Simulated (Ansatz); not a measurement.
```xyz
9

N    -1.385   -1.635   -1.512
C    -0.780   -0.921   -0.851
C     0.000    0.000    0.000
C     0.969   -0.773    0.802
N     1.721   -1.373    1.425
C    -0.914    0.730    0.901
N    -1.623    1.297    1.601
C     0.725    0.964   -0.852
N     1.287    1.712   -1.514
```

The species carries charge 0 and has multiplicity 1.

Problem. List the r2SCAN/def2-TZVPP orbital energies in eV (Ansatz). (Estimate.)

Solution. The calculation gave: Occupied: -387.47, -387.47, -387.47, -387.47, -279.72, -276.33, -276.33, -276.33, -276.33, -26.88, -25.77, -25.77, -25.77, -24.33, -17.77, -17.77, -17.77, -11.24, -11.24, -11.15, -11.15, -11.15, -11.03, -10.43, -10.43, -10.43, -10.32, -10.32, -10.32. Lowest empty: -2.90, -2.90, -2.90, -2.64, -2.64, -1.27, 0.08, 0.08.
